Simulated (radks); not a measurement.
Values are calculated unless marked as measured or tabulated.
Er+, configuration [Xe] 4f12 5d1 (not the ground configuration). Level of theory: scalar-relativistic Kohn-Sham, PBE, spin-polarised, spherical densities, finite nucleus; open shells are filled with parallel spins first (spin-orbit coupling, left out, can overturn this in heavy ions); Fermi nuclear charge, rms radius 5.2516 fm (a radial shooting solver on a logarithmic mesh with Libxc functionals).

X-ray form factor f0, the Fourier transform of the density (f0(0) = 67):

sin(theta)/lambda (1/angstrom)  f0 (electrons)
0.05                                    66.134
0.1                                     63.854
0.15                                    60.735
0.2                                     57.223
0.25                                    53.623
0.3                                     50.140
0.4                                     43.907
0.5                                     38.727
0.6                                     34.390
0.8                                     27.519
1                                       22.576
1.25                                    18.568
1.5                                     16.069
2                                       12.569
